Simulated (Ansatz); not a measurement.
Reaction (formal exchange of groups at a Ge–Te bond): `[GeH3][Te][GeH3]` + `CSSC` → `CS[S][GeH3]` + `C[Te][GeH3]`

Program: Ansatz. Geometries: PBE0-D4/def2-TZVP. ΔE: electronic, gas phase. CCSD(T)/CBS adds triple-zeta CCSD(T) − MP2 to the extrapolated MP2 energy (def2 sets, frozen cores). DFT in def2-TZVPP. B3LYP here is the variant with VWN-RPA as its local correlation; programs differ in this. HSE06 is defined as in plane-wave codes. def2 core potentials past Kr. For Ge, Te outer-core shells are correlated without core-valence functions, which leaves a few kJ/mol of doubt a bond. Scalar relativity is left out up to krypton. One conformer a species, not always the lowest.

```tsv
level	ΔE (kJ/mol)	difference from CCSD(T)/CBS
LDA (SPW92)	26.1	7.7
PBE-D4	22.3	3.9
revPBE-D4	19.9	1.5
BLYP-D4	16.9	-1.5
r2SCAN-D4	22.8	4.4
B97M-V	14.6	-3.8
PBE0-D4	25.0	6.6
B3LYP-D4	20.1	1.7
r2SCANh-D4	24.0	5.6
r2SCAN0-D4	25.7	7.3
HSE06-D4	25.1	6.7
CAM-B3LYP-D4	21.5	3.1
ωB97X-V	22.5	4.1
ωB97M-V	21.8	3.4
PBE-QIDH	24.4	6.0
PBE	22.9	4.5
revPBE	22.0	3.6
BLYP	18.8	0.4
r2SCAN	23.0	4.6
PBE0	25.5	7.1
B3LYP	21.3	2.9
r2SCAN0	25.9	7.5
HSE06	25.5	7.1
BHLYP	23.7	5.3
CAM-B3LYP	22.0	3.6
LC-ωPBE	24.8	6.4
RPA@PBE/def2-TZVPP	13.6	-4.8
HF/def2-SVP	25.8	7.4
MP2/def2-SVP	26.6	8.2
CCSD(T)/def2-SVP	25.0	6.6
HF/def2-TZVPP	24.9	6.5
MP2/def2-TZVPP	19.3	0.9
SCS-MP2/def2-TZVPP	17.5	-0.9
CCSD/def2-TZVPP	18.0	-0.4
CCSD(T)/def2-TZVPP	16.8	-1.6
HF/def2-QZVPP	25.3	6.9
MP2/def2-QZVPP	20.4	2.0
SCS-MP2/def2-QZVPP	18.5	0.1
HF/CBS(def2)	25.3	6.9
MP2/CBS(def2)	20.9	2.5
CCSD(T)/CBS	18.4	0
```

Largest T1 diagnostic among the species: 0.012.

At CCSD(T), def2-SVP lies +6.6 kJ/mol from the extrapolated value and def2-TZVPP −1.6 kJ/mol. Leaving LDA and LC-ωPBE aside and taking each functional with its dispersion term where it has one, the values spread over 11.1 kJ/mol, from B97M-V to r2SCAN0-D4. LDA lies +3.2 kJ/mol from PBE without D4.
